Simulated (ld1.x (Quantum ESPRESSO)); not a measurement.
# Varying the TM potential for iodine (I)

Base potential:

ld1.x (Quantum ESPRESSO) 7.5 input, shortened:

```
&input
   title='I', zed=53., rel=2, dft='PBE', iswitch=3,
   config='[Kr] 4d10 5s2 5p4.5', rel_dist='average'
 /
 &inputp
   pseudotype=2, tm=.true., lloc=-2, rcloc=1.15,
   nlcc=.false.
 /
2
5S  1  0   2.00   0.00  1.35  1.35  0.0
5P  2  1   4.50   0.00  2.00  2.00  0.0
 &test
   configts(1)='5s2 5p4.5'
 /
```

Open shells are filled in proportion to 2j + 1 (rel_dist='average').

All-electron outer shells of the reference configuration (PBE, scalar-relativistic, ld1.x):

```json
{"shell": "4d", "level (eV)": "-54.87", "outermost node (bohr)": "0.35", "outermost maximum (bohr)": "0.78"}
{"shell": "5s", "level (eV)": "-21.70", "outermost node (bohr)": "0.88", "outermost maximum (bohr)": "1.70"}
{"shell": "5p", "level (eV)": "-11.09", "outermost node (bohr)": "0.96", "outermost maximum (bohr)": "2.00"}
```

Cutoffs, loose and tight: the cutoffs (Ry, on a coarse ladder) from which the occupation-weighted sum of valence levels, in a spherical-Bessel basis at the reference potential, stays within 10 and 1 mRy of its value at 400 Ry. They do not see the model core or the augmentation charge, which bear on the density cutoff. Test errors are all-electron minus pseudo excitation energies from the reference, over the configurations 5s2 5p5; 5s2 5p4; 5s2 5p3; 5s2 5p5.3; 5s2 5p2; 5s2 5p1; 5s1 5p5. A dash means not determined; rows that change the core or the reference have their own tests. The largest error is taken over the tests solved by every variant that gives reliable tests at all: 5s1 5p5; 5s2 5p2; 5s2 5p3; 5s2 5p4; 5s2 5p5; 5s2 5p5.3.

A true bound ghost makes a file unfit for plane-wave use even where its test errors are small: the radial tests pick states by their node count and pass the ghost by. Where a test does run into it, the solver fails or the error is huge.

```csv
change,outcome,"cutoff, loose","cutoff, tight",bound ghosts,largest test error (meV)
base,generated,70 Ry,180 Ry,"s, d",+74
core correction a·sin(br)/r model core inside 0.70 bohr,generated,70 Ry,180 Ry,"s, d",+47
scalar-relativistic,generated,70 Ry,180 Ry,"s, d",+45
reference 5s1.75 5p5.25,generated,60 Ry,180 Ry,"s, d",+123
wave 5p (bound): rc 2.00 bohr becomes 5p (bound): rc 1.42 bohr,generated,140 Ry,200 Ry,"s, d, p3/2",+223
"all radii scaled by about 1.04 (s 1.40, p 2.08 bohr); local potential all-electron potential smoothed inside 1.20 bohr (lloc = -2)",generated,70 Ry,140 Ry,"s, d",+23
functional LDA (PZ),generated,70 Ry,180 Ry,"s, d",+141
wave 5s (bound): rc 1.35 bohr becomes 5s (bound): rc 1.96 bohr,generated,30 Ry,45 Ry,"s, d",+93
wave 5s (bound): rc 1.35 bohr becomes 5s (bound): rc 0.96 bohr,failed: run_pseudo: Errors in PS-KS equation,–,–,–,–
core correction a·sin(br)/r model core inside 1.50 bohr,generated,70 Ry,180 Ry,"s, d",+46
```

What comes out with this change to the base: local potential all-electron potential smoothed inside 0.86 bohr (lloc = -2)?

outcome: generated; cutoff, loose: 70 Ry; cutoff, tight: 180 Ry; bound ghosts: s, p3/2, p1/2, d; largest test error (meV): -24.

What comes out with this change to the base: local potential all-electron potential smoothed inside 1.10 bohr (lloc = -1)?

outcome: generated; cutoff, loose: 70 Ry; cutoff, tight: 180 Ry; bound ghosts: s, p3/2, p1/2, d; largest test error (meV): -21.

What comes out with this change to the base: core [Kr], valence charge 17; reference 4d10 5s2 5p5; waves now 5s (bound): rc 1.25 bohr; 5p (bound): rc 1.45 bohr; 4d (bound): rc 1.20 bohr; local potential the d channel; core correction Bessel-smoothed model core inside 0.60 bohr?

outcome: generated, misses its reference levels by 1.04 eV; cutoff, loose: 140 Ry; cutoff, tight: 230 Ry; bound ghosts: s, p3/2, p1/2; largest test error (meV): -22.
